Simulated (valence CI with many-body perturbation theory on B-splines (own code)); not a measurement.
# Eu³¹⁺: what each term of the Hamiltonian does

Computed by configuration interaction combined with many-body perturbation theory (CI+MBPT): four valence electrons over a frozen Dirac-Fock core [Ar] 3d10, radial functions for each j: 11 s, 11 p, 9 d, 7 f, 5 g, 2 h, 1 i, with the one-electron correlation potential Σ1, the two-electron term Σ2, the three-electron term Σ3, Breit, model QED; selected CI, second order for the rest (own B-spline code, finite nucleus).

The last digits are not significant, and no measured levels were compared; by estimate large intervals hold to a few tenths of a per cent, small ones and those within an open d or f shell to about a per cent.

Each rung adds one term. CI alone is the Dirac-Coulomb CI over the frozen core; QED comes last and gives the full result, which names the levels. Energies are above (4s^2 4p1/2^2) J=0 on the same rung, in cm⁻¹.

Levels are named by their leading jj configuration (3d3/2^4 stands for four electrons in 3d with j = 3/2), which in mixed levels can hold well under half, so a name can repeat and another be missing. Letters in brackets count levels of one name in rising energy.

```
                     Level  CI alone
    (4s^2 4p1/2 4p3/2) J=1    295100
    (4s^2 4p1/2 4p3/2) J=2    322414
        (4s^2 4p3/2^2) J=2    637804
        (4s^2 4p3/2^2) J=0    698307
    (4s 4p1/2^2 4p3/2) J=2    853757
    (4s 4p1/2^2 4p3/2) J=1    949893
(4s 4p1/2 4p3/2^2) J=2 [a]   1124540
    (4s 4p1/2 4p3/2^2) J=3   1178730
    (4s^2 4p1/2 4d3/2) J=2   1211100
    (4s 4p1/2 4p3/2^2) J=0   1235400
(4s 4p1/2 4p3/2^2) J=1 [a]   1262140
(4s 4p1/2 4p3/2^2) J=1 [b]   1305980
(4s 4p1/2 4p3/2^2) J=2 [b]   1307800
    (4s^2 4p1/2 4d3/2) J=1   1373350
    (4s^2 4p1/2 4d5/2) J=3   1369480
    (4s^2 4p1/2 4d5/2) J=2   1390010
```

Question: What do these energies become with core correlation, Breit and QED?

Answer: (4s^2 4p1/2 4p3/2) J=1 294164 (-936); (4s^2 4p1/2 4p3/2) J=2 320813 (-1601); (4s^2 4p3/2^2) J=2 635085 (-2720); (4s^2 4p3/2^2) J=0 694606 (-3700); (4s 4p1/2^2 4p3/2) J=2 852468 (-1289); (4s 4p1/2^2 4p3/2) J=1 944825 (-5068); (4s 4p1/2 4p3/2^2) J=2 [a] 1123080 (-1460); (4s 4p1/2 4p3/2^2) J=3 1175530 (-3194); (4s^2 4p1/2 4d3/2) J=2 1206480 (-4618); (4s 4p1/2 4p3/2^2) J=0 1231110 (-4294); (4s 4p1/2 4p3/2^2) J=1 [a] 1255160 (-6979); (4s 4p1/2 4p3/2^2) J=1 [b] 1295020 (-10956); (4s 4p1/2 4p3/2^2) J=2 [b] 1299330 (-8472); (4s^2 4p1/2 4d3/2) J=1 1359830 (-13525); (4s^2 4p1/2 4d5/2) J=3 1360000 (-9475); (4s^2 4p1/2 4d5/2) J=2 1376930 (-13077).

Question: How does the ionisation energy move along the ladder, and which term matters most?

Answer: CI alone 1250.7, + Σ1 1252.3, + Σ2 1252.4, + Σ3 1252.3, + Breit 1251.0, + QED 1251.0 eV. The largest step is Σ1, 1.6 eV. NIST lists 1249 ± 4 eV (theoretical).
